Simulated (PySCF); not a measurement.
4-bromobenzonitrile, C7H4BrN.
Numbering: `[N:1]#[C:2][c:3]1[cH:4][cH:5][c:6]([Br:7])[cH:8][cH:9]1` (hydrogens: H10 on C4; H11 on C5; H12 on C8; H13 on C9)

Computed by this run: PBE0-D3(BJ)/def2-SVP geometry optimisation, gas phase in PySCF; density fitting, grid level 1; the optimiser is geomeTRIC in internal coordinates, started from a GFN2-xTB structure with every atom displaced at random (about 0.01 Å).

Step 2: E = -78826.7923 eV
```
atom  x, y, z in Å  |  force x, y, z in eV/Å
N1      3.6587    0.6857   -0.0723   -0.025  -0.275   0.045
C2      2.5429    0.3693   -0.0345   -0.118   0.572  -0.075
C3      1.1252    0.1621   -0.0133   -0.302  -0.157   0.041
C4      0.2341    1.2508    0.0176    0.262   0.004  -0.001
C5     -1.1375    1.0364    0.0337   -0.077   0.044   0.011
C6     -1.6403   -0.2661    0.0213    0.028  -0.007  -0.006
Br7    -3.4988   -0.5550    0.0417    0.018   0.034   0.003
C8     -0.7767   -1.3597   -0.0074    0.059   0.113   0.011
C9      0.5948   -1.1333   -0.0243    0.140  -0.349  -0.021
H10     0.6300    2.2680    0.0296   -0.025   0.008  -0.003
H11    -1.8250    1.8830    0.0588    0.005   0.015  -0.005
H12    -1.1729   -2.3761   -0.0138    0.017   0.005  -0.009
H13     1.2739   -1.9877   -0.0505    0.018  -0.006   0.010
```

Step 3: E = -78826.8093 eV
```
atom  x, y, z in Å  |  force x, y, z in eV/Å
N1      3.6600    0.6257   -0.0521   -0.572  -0.232   0.019
C2      2.5204    0.3873   -0.0348    0.544   0.402  -0.035
C3      1.1051    0.1673   -0.0191    0.223  -0.099  -0.019
C4      0.2225    1.2598    0.0138    0.060  -0.150  -0.008
C5     -1.1488    1.0460    0.0357    0.035  -0.016  -0.021
C6     -1.6317   -0.2628    0.0242   -0.024   0.034   0.008
Br7    -3.4903   -0.5521    0.0559    0.011  -0.040  -0.001
C8     -0.7604   -1.3518   -0.0092   -0.073  -0.235  -0.036
C9      0.6131   -1.1464   -0.0371   -0.228   0.288   0.105
H10     0.6175    2.2749    0.0199    0.048   0.059   0.011
H11    -1.8407    1.8895    0.0582   -0.002  -0.015   0.007
H12    -1.1593   -2.3674   -0.0159   -0.032   0.006   0.000
H13     1.3009   -1.9925   -0.0529    0.010  -0.001  -0.030
```

Problem. Estimate the geometry and energy of step 4. (The exact step hangs on the optimiser's Hessian estimate; all steps are aligned on step 3, rigid shifts and turns removed.)

Solution. E = -78826.8146 eV, largest force 0.313 eV/Å
```
atom  x, y, z in Å  |  force x, y, z in eV/Å
N1      3.6601    0.6063   -0.0529   -0.173  -0.048  -0.002
C2      2.5169    0.4049   -0.0386    0.204   0.015   0.001
C3      1.1039    0.1749   -0.0186    0.209  -0.017  -0.011
C4      0.2304    1.2696    0.0141   -0.184  -0.253  -0.008
C5     -1.1394    1.0386    0.0358   -0.097   0.135  -0.010
C6     -1.6303   -0.2685    0.0239   -0.016   0.020   0.005
Br7    -3.4892   -0.5541    0.0544   -0.010  -0.003  -0.002
C8     -0.7676   -1.3651   -0.0090    0.054   0.125  -0.015
C9      0.6026   -1.1360   -0.0316    0.002   0.014   0.040
H10     0.6237    2.2866    0.0203    0.002   0.017   0.007
H11    -1.8342    1.8794    0.0589   -0.027  -0.009   0.007
H12    -1.1646   -2.3816   -0.0190    0.008   0.021   0.006
H13     1.2962   -1.9774   -0.0510    0.028  -0.015  -0.018
```

The energy changes by -0.0053 eV. The first-order estimate −F·Δx gives -0.0188 eV and the mean of the old and new forces, exact on a quadratic surface, -0.0053 eV. The step makes an angle of 69° with the force vector and moves no atom by more than 0.019 Å.

The cost below is that of the whole optimisation. The run took 4.6 min of wall time on one thread, Intel Xeon at 2.50 GHz (x86_64), no GPU, shared host, and the process peaked at 0.69 GiB of memory.
